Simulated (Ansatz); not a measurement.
B2Br2F2H2 (`F[B@H-]1[Br+][B@H-](F)[Br+]1`). Total charge 0; spin multiplicity 1.

Cartesian coordinates in Å:
```
F 0.973 -0.286 -2.145
B 1.074 0.254 -0.940
Br -0.722 1.333 -0.467
B -1.075 -0.256 0.935
F -1.097 0.223 2.169
Br 0.792 -1.253 0.565
H 2.004 0.924 -0.625
H -1.949 -0.938 0.507
```

(1) What are the harmonic wavenumbers in cm⁻¹ at PBE0-D4/def2-TZVP (Ansatz, finite differences of forces, unscaled)? (An estimate is asked.)

## Answers

(1) Ansatz gave: 8, 167, 174, 198, 274, 286, 329, 493, 497, 516, 875, 969, 1033, 1038, 1231, 1245, 2685, 2686.
